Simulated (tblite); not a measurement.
Compound: C₄H₁₀N₂OSi.
Z-matrix (Å and degrees, GFN2-xTB geometry), rows numbered from 1:
```
N 
Si  1  1.7180
N   2  1.7188  1  105.50
C   2  1.9119  1  114.73  3  -141.23
C   4  1.5442  2   91.64  1  -127.83
C   5  1.5358  4  101.21  2     7.69
C   6  1.4607  2  109.53  1    -1.19
O   7  1.2085  6  126.39  2   -94.38
H   1  1.0071  2  118.57  3  -174.08
H   1  1.0070  2  117.42  3   -38.10
H   3  1.0058  2  118.39  1   -41.90
H   3  1.0065  2  119.63  1   177.73
H   4  1.0876  2  114.67  1   -12.57
H   4  1.0874  2  117.88  1   114.59
H   5  1.0901  4  112.84  2   127.83
H   5  1.0888  4  111.52  2  -110.32
H   6  1.0874  2  113.98  1  -125.23
H   7  1.1137  6  113.62  2    82.00
```

Computed with GFN2-xTB (tblite): harmonic, unscaled wavenumbers at the GFN2-xTB geometry, gas phase. Errors from tens to a few hundred cm⁻¹ against measured bands are possible. One conformer, not necessarily the lowest.

Harmonic wavenumbers (cm⁻¹): 37.8, 85.1, 120.2, 158.5, 191.2, 200.1, 208.9, 215.8, 259.1, 324.9, 434.1, 479.8, 527.9, 556.1, 652.6, 680.3, 769.1, 787.9, 803.7, 845.7, 899.1, 930.1, 958.5, 991.0, 1011.4, 1042.0, 1094.4, 1163.9, 1193.7, 1212.3, 1273.5, 1285.7, 1409.6, 1475.2, 1494.8, 1495.8, 1503.5, 1737.9, 2683.7, 2980.7, 2999.5, 3005.3, 3014.0, 3021.0, 3474.6, 3481.6, 3510.6, 3522.2.

A = 2108, B = 1447, C = 1156 MHz; mass 130.056 u (most abundant isotopes); point group C1, symmetry number 1.

Question: Zero-point energy?

Answer: ½Σν̃ = 31102 cm⁻¹ = 372.06 kJ/mol.

Question: Entropy at 400 K, 1 bar (ideal gas, RRHO, classical rotation)?

Answer: Translation 175.68, rotation 124.59, vibration 175.94: S = 476.2 J/(mol K).

Question: And Cp and H(400 K) − H(0)?

Answer: Cp = 205.60 J/(mol K), of which vibrations give 172.34 (their classical limit is 48 R = 399.1); H(400 K) − H(0) = 49.66 kJ/mol without the zero-point energy, 36.36 from vibrations.

Question: Which modes carry the vibrational entropy at 400 K?

Answer: 37.8 cm⁻¹: 24.91; 85.1 cm⁻¹: 18.19; 120.2 cm⁻¹: 15.35; 158.5 cm⁻¹: 13.10; 191.2 cm⁻¹: 11.59; 200.1 cm⁻¹: 11.23 J/(mol K); the other 42 give 81.57 together.

Question: How do the functions run with temperature in this model?

Answer: 
```tsv
T (K)	S (J/(mol K))	Cp (J/(mol K))	H − H(0) (kJ/mol)	G − H(0) (kJ/mol)	ln q(vib)
50	244.2	54.8	2.09	-10.12	0.56
100	291.6	84.0	5.59	-23.57	1.78
298.15	421.5	167.2	30.63	-95.06	7.41
373.15	462.2	196.1	44.27	-128.22	9.49
500	525.6	236.8	71.84	-190.94	12.92
750	632.8	291.6	138.44	-336.17	19.28
1000	721.9	327.3	216.08	-505.84	25.06
```

q(vib) and H(0) count from the zero-point level.

Question: What must be added to the electronic energy to get the Gibbs energy at 400 K and 1 bar?

Answer: ZPE + [H(400 K) − H(0)] − T·S = 372.06 + 49.66 − 190.48 = 231.24 kJ/mol.

Hindered rotation and anharmonicity are outside this model. Other conformers, if any are populated, would add a mixing term that is left out. The structure is chiral; the term R ln 2 for an equal mix with its mirror image is left out.
